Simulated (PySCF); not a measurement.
C₄H₆Si, SMILES C1[SiH2]C=CC=1.

Coordinates come from a TPSSh-D3(BJ)/def2-SVP optimisation.

Two levels are set side by side: TDA-PBE/def2-SVPD (PySCF) and TDA-PBE0/def2-SVPD (PySCF). Vertical, same geometry. The lowest singlet is HOMO→LUMO 91 % with PBE and HOMO→LUMO 94 % with the other functional; states are paired by order. Differences are taken from unrounded values.

```
quantity                               TDA-PBE0  TDA-PBE  TDA-PBE minus TDA-PBE0
-------------------------------------  --------  -------  ----------------------
lowest singlet excitation (eV)             4.68     4.53                   -0.15
lowest triplet excitation (TDA) (eV)       2.60     2.67                    0.07
first bright state (f over 0.05) (eV)      4.68     4.53                   -0.15
its oscillator strength                    0.08     0.08                    0.00
```

Functionals without exact exchange tend to place singlet excitations lower, as here. Differences between two approximate levels are no errors against the true value.

Rough cost on one machine, each run with all the roots and properties that it gave: TDA-PBE0 against TDA-PBE about 2 times.
